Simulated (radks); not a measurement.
Initial-state core-level shifts of the tellurium ion Te3+ when its valence configuration changes from [Kr] 4d10 5s2 5p1. All-electron calculation, scalar-relativistic Kohn-Sham, r2SCAN, spin-unpolarised, spherical densities, finite nucleus; meta-GGA in the generalised Kohn-Sham scheme; Fermi nuclear charge, rms radius 4.7423 fm. Program: a radial shooting solver on a logarithmic mesh with Libxc functionals. Shifts are changes of the shell-averaged eigenvalues in eV (positive: less bound); the change of the density at the nucleus, which sets a Mossbauer isomer shift, is in e/bohr^3, on a base of 2.349e+05.

valence                1s       3s       3p       3d  density at nucleus
4d8 5s2 5p3       -19.846  -19.881  -19.884  -20.053              +48.31
4d9 5s2 5p2        -9.832   -9.866   -9.868   -9.946              +23.32
4d10 5s1 5p2       -1.444   -1.428   -1.429   -1.428              -71.37
4d9 5s1 5p3       -11.218  -11.239  -11.241  -11.320              -53.41
4d10 5s1.5 5p1.5   -0.725   -0.717   -0.717   -0.717              -35.62
4d10 5p3           -2.864   -2.831   -2.833   -2.833             -143.53
4d9.5 5s2 5p1.5    -4.894   -4.915   -4.916   -4.953              +11.42
4d10 5s0.5 5p2.5   -2.157   -2.132   -2.134   -2.134             -107.32
4d9.5 5s1 5p2.5    -6.308   -6.314   -6.316   -6.354              -62.58
